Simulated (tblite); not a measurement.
Isomers of C6H6FN. Level: GFN2-xTB in tblite, geometry and Hessian alike; calculated harmonic values, unscaled, isolated species. The method is semi-empirical: single wavenumbers can be off by several per cent or more. One conformer each.

Electronic energies: GFN2-xTB at the same geometries; isomer energies are rough at this level and their order can be wrong.

```
                       SMILES  electronic energy, lowest = 0 (kcal/mol)
              C=C(F)C/C=C\C#N                                      18.2
N#C[C@@]12C[C@@H](F)[C@@H]1C2                                       8.3
              C=C1C=CC(N)=C1F                                       0.0
               CC#C/C=N\C=C/F                                      28.9
```

Task: How do GFN2-xTB zero-point energies change the relative energies?

Result: 
| SMILES | ZPE (kcal/mol) | of it from modes above 1550 cm⁻¹ | electronic (kcal/mol) | with ZPE, lowest = 0 (kcal/mol) | lowest mode (cm⁻¹) | rings |
| --- | --- | --- | --- | --- | --- | --- |
| C=C1C=CC(N)=C1F | 64.9 | 34.9 | 0.0 | 0.0 | 126 | 1 |
| N#C[C@@]12C[C@@H](F)[C@@H]1C2 | 66.0 | 29.5 | 8.3 | 9.5 | 95 | 2 |
| C=C(F)C/C=C\C#N | 64.0 | 34.6 | 18.2 | 17.3 | 24 | 0 |
| CC#C/C=N\C=C/F | 63.0 | 34.1 | 28.9 | 27.0 | 28 | 0 |

The zero-point energies span 3.0 kcal/mol, from `CC#C/C=N\C=C/F` to `N#C[C@@]12C[C@@H](F)[C@@H]1C2`. The order is unchanged.
